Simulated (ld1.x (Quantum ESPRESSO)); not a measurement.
Building the TM semilocal potential for osmium (Os) (PBE, scalar-relativistic).

* Element: Os
* Generator: ld1.x (Quantum ESPRESSO) 7.5
* Type: norm-conserving Troullier–Martins (semilocal form)
* Functional: PBE
* Relativity: scalar-relativistic
* Frozen core: [Kr] 4d10 4f14 5s2
* Valence charge: 14
* Reference configuration: 5p6 5d6 6s1.5 6p0.5
* Partial waves: 6s (bound): rc 2.55 bohr; 5d (bound): rc 1.70 bohr; 5f channel at 0.1 Ry: rc 2.05 bohr; 5p (bound): rc 2.40 bohr
* Local potential: the p channel
* Core correction: none

Occupied shells without a wave of their own: 6p. They enter only through the test configuration that unscreens the potential.

Poles of the logarithmic derivatives, all-electron (AE) and pseudo (PS). Narrow ghost or core levels that the grid stepped over were put in at their known energies. s: poles at 1.3 (AE) and 1.2 (PS) Ry. p: poles at -3.8, 2.9 (AE) and -3.8, 2.4 (PS) Ry. d: poles at -0.2 (AE) and -0.2 (PS) Ry. f: poles at -3.9, 3.3 (AE) and 3.2 (PS) Ry. Test radius 2.75 bohr.

* Cutoffs needed: 35 Ry and 55 Ry (the cutoffs (Ry, on a coarse ladder) from which the occupation-weighted sum of valence levels, in a spherical-Bessel basis at the reference potential, stays within 10 and 1 mRy of its value at 400 Ry)
* Ghost test: no extra level below or beside the all-electron valence levels (s, d, f, p tested); the semilocal form is local in each channel, so this says nothing of the separable form that plane-wave codes build from it (spherical-Bessel basis up to 400 Ry, 20 bohr box)
* Largest excitation error: -490 meV (all-electron minus pseudo) for 5p5 5d6 6s2 6p0, out of 7 test configurations
